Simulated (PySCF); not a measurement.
Correlation energy of Ne²⁺ (neon, charge +2)

[He] 2s2 2p4, high-spin 3P determinant. Computed with PySCF 2.14 in pcseg-2, with no relativity, point nucleus. Frozen: 1s2; 6 electrons correlated.

MP2 pair energies summed by pair of shells (mhartree):

```tsv
pair	energy	share (%)
2p-2p	-61.52	48.4
2s-2p	-57.28	45.1
2s-2s	-8.27	6.5
```

Total MP2 correlation energy: -127.07 mhartree.

Same-spin part -30.90 and opposite-spin part -96.18 mhartree; SCS-MP2 scales them by 1/3 and 6/5 to -125.71 mhartree.

```
  level  correlation energy (mhartree)
   CCSD                        -141.59
    (T)                          -1.20
CCSD(T)                        -142.79
```

Diagnostics: T1 = 0.0031, D1 = 0.0056, largest double amplitude 0.024.

**Question.** Is a single reference adequate?

**Answer.** Yes: T1 lies below 0.03 and no double amplitude reaches 0.07.
